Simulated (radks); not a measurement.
Values are calculated unless marked as measured or tabulated.
Problem. The mean radii <r> (bohr) of the occupied orbitals of an atom or ion are listed with their occupations. Code: a radial shooting solver on a logarithmic mesh with Libxc functionals. Model: Dirac Kohn-Sham, relativistic LDA (MacDonald-Vosko exchange, VWN5 correlation), spin-unpolarised, spherical densities, finite nucleus; Fermi nuclear charge, rms radius of each element as measured or else 0.836 A^(1/3) + 0.57 fm.

| orbital | occ. | <r> |
|---|---|---|
| 1s1/2 | 2 | 0.01639 |
| 2s1/2 | 2 | 0.06763 |
| 2p1/2 | 2 | 0.05547 |
| 2p3/2 | 4 | 0.06393 |
| 3s1/2 | 2 | 0.1647 |
| 3p1/2 | 2 | 0.1540 |
| 3p3/2 | 1 | 0.1667 |

Name the element and its charge. Open shells, if any, fill j = l - 1/2 first.

Solution. Z = 81, thallium, charge +66: Tl66+ in [Ne] 3s2 3p3. The 1s radius gives Z: for a bare nucleus <r> = (2 gamma + 1)/(2Z) with gamma = sqrt(1 - (Z/c)^2), 0.01613 bohr for Z = 81, and screening makes it slightly larger (0.01639 here). The occupations add up to 15, and the charge is Z minus that.
